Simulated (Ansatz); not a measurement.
C2H9BOSi can be A, `CBC[SiH2]O`, or B, `BOC(C)[SiH3]`.

Calculated with Ansatz (gas phase, PBE0-D4/def2-TZVP geometries, no zero-point term in ΔE). CCSD(T)/CBS adds triple-zeta CCSD(T) − MP2 to the extrapolated MP2 energy (def2 sets, frozen cores). Functionals use def2-TZVPP. B3LYP here is the variant with VWN-RPA as its local correlation; programs differ in this. One conformer a species, not always the lowest.

(1) Which is lower in electronic energy at CCSD(T)/CBS, and by how much? (An estimate is asked.)

(2) Give E(B) − E(A) in kJ/mol with B3LYP, CCSD/def2-TZVPP, B3LYP-D4, B2PLYP, PBE-D4, PBE0-D4, r2SCAN-D4. (Estimate.)

Largest T1 diagnostic: 0.013.

Results:

(1) The calculation gave: A, by 118.0 kJ/mol.

(2) The calculation gave: B3LYP 109.7, CCSD/def2-TZVPP 114.4, B3LYP-D4 107.6, B2PLYP 113.2, PBE-D4 108.5, PBE0-D4 116.7, r2SCAN-D4 121.8. None reverses the order clearly.

From PBE to PBE0 (25 % exact exchange), in def2-TZVPP and without D4, E(B) − E(A) moves by +8.0 kJ/mol.
